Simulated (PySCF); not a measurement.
Two probes of the same atoms: core binding energy and nuclear shielding

C5H9N2 (charge +1).
Structure used (PBE0-D3(BJ)/def2-SVP), in Å, numbered top down from 1:
```xyz
16
C5H9N2 angstrom
C     -1.4714   -1.1775   -0.0496
N     -0.0864   -0.7526   -0.0580
C      1.0182   -1.5034   -0.1884
C      2.1275   -0.6687   -0.1560
C      1.6163    0.6130   -0.0010
N      0.2777    0.5376    0.0548
C     -0.6833    1.6096    0.2173
H     -1.9596   -0.8880    0.8908
H     -2.0128   -0.7515   -0.9057
H     -1.4816   -2.2700   -0.1314
H      0.9434   -2.5843   -0.2965
H      3.1725   -0.9572   -0.2355
H      2.1198    1.5756    0.0740
H     -1.2486    1.4852    1.1512
H     -0.1235    2.5502    0.2642
H     -1.3693    1.6478   -0.6399
```

Binding energies: delta-SCF UKS SCAN, pcX-2 on the ionised atom, pcseg-1 elsewhere, spin-free X2C (PySCF). Shieldings: GIAO B97-2/pcSseg-1, non-relativistic, same geometry.

| atom | C 1s (eV) |
| --- | --- |
| C1 | 297.23 |
| C3 | 296.68 |
| C4 | 295.49 |

What are the absolute isotropic shieldings of these atoms?

```json
{"atom": "C4", "environment": "aromatic CH carbon", "C 1s (eV)": "295.49", "isotropic shielding (ppm)": "70.3"}
{"atom": "C3", "environment": "aromatic CH next to a ring nitrogen", "C 1s (eV)": "296.68", "isotropic shielding (ppm)": "41.7"}
{"atom": "C1", "environment": "N-methyl carbon", "C 1s (eV)": "297.23", "isotropic shielding (ppm)": "146.8"}
```

Among the listed atoms, is the one with the highest binding energy also the least shielded?

No. The highest binding energy is at C1 (297.23 eV, shielding 146.8 ppm), the lowest shielding at C3 (41.7 ppm, 296.68 eV).

By binding energy: C4 < C3 < C1. By shielding: C3 < C4 < C1.

Of atoms equivalent by bonding only the ionised one is listed; its partners' own values can differ in this conformer. The species carries charge +1, so core ionisation leaves charge +2. Geometry: PBE0-D3(BJ)/def2-SVP; no solvent, vibrations or thermal averaging.
